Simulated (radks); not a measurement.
Values are calculated unless marked as measured or tabulated.
Species: Hf IV. Configuration: [Xe] 4f14 7f1 (not the ground configuration). Level of theory: Dirac Kohn-Sham, LDA (Slater exchange, Perdew-Wang correlation), spin-unpolarised, spherical densities, finite nucleus; open shells fill j = l - 1/2 first; Fermi nuclear charge, rms radius 5.347 fm (a radial shooting solver on a logarithmic mesh with Libxc functionals). Some entries of the table are withheld. Estimate them.

orbital,occ.,eigenvalue (eV),r(max) (bohr)
1s1/2,2,-65160.60,0.01191
2s1/2,2,-11170.21,0.06831
2p1/2,2,-10676.12,0.05092
2p3/2,4,-9485.637,0.05755
3s1/2,2,-2573.757,0.1926
3p1/2,2,-2353.649,0.1804
3p3/2,4,-2098.592,0.1942
3d3/2,4,-1723.758,0.1523
3d5/2,6,-1668.071,0.1561
4s1/2,2,-548.1642,0.4380
4p1/2,2,-457.9171,0.4383
4p3/2,4,-399.3460,0.4675
4d3/2,4,-250.5177,0.4659
4d5/2,6,-239.7922,0.4753
5s1/2,2,-104.7490,1.014
5p1/2,2,-78.6790,1.092
5p3/2,4,-70.4283,1.176
4f5/2,6,(1),(2)
4f7/2,8,(3),(4)
7f5/2,1,-5.7774,12.34
7f7/2,0,-5.7652,12.36

Answer. 
(1) 4f5/2 eigenvalue (eV): -55.9453
(2) 4f5/2 r(max) (bohr): 0.4512
(3) 4f7/2 eigenvalue (eV): -54.1874
(4) 4f7/2 r(max) (bohr): 0.4565
